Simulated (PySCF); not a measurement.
# [OsO3Cl]− at several levels of theory

Computed with PySCF 2.14.0 (density fitting, no spin-orbit coupling) at the geometry relaxed with BP86:

```xyz
5
[OsO3Cl]− (singlet)
Os    0.0000    0.2364    0.0342
O     1.6221   -0.0230    0.6342
O     0.0000    1.8422   -0.6411
O    -1.6221   -0.0230    0.6342
Cl    0.0000   -2.1858   -0.4930
```

```csv
level,basis,state,HOMO (eV),gap (eV),charge on Os1 (e),dipole about the centre of mass (D),largest force component (eV/Å)
BP86,"Os def2-SVP with ECP60, O def2-SVP, Cl def2-SVP",singlet,-0.32,1.13,0.56,1.51,0.02
TPSSh,the same,singlet,-0.97,2.13,0.74,1.66,0.62
BP86,"Os def2-TZVP with ECP60, O def2-TZVP, Cl def2-TZVP",singlet,-0.66,1.11,0.94,1.89,0.15
BP86,"Os x2c-SVPall, O x2c-SVPall, Cl x2c-SVPall",singlet,-0.46,1.08,0.25,1.26,0.71
```

Charges are Mulliken's, which hang on the basis. The relaxation used the grid (50, 194), these runs (75, 302) or, all-electron (x2c bases, spin-free X2C Hamiltonian), (99, 590).

**Question.** A further run in the first row's basis gives HOMO (eV) -1.76, gap (eV) 3.27, charge on Os1 (e) 0.76, dipole about the centre of mass (D) 1.58, largest force component (eV/Å) 1.41. Which level was it?
A. M06-L
B. PBE0
C. wB97X

**Answer.** B. The others give HOMO -0.51 eV (M06-L); -4.17 eV (wB97X).

In the first row's basis the gap widens with exact exchange: 1.1 to 1.3 eV for BP86, M06-L (none); 2.1 to 3.3 eV for TPSSh, PBE0 (a fixed share); 7.8 eV for wB97X (rising or full at long range).
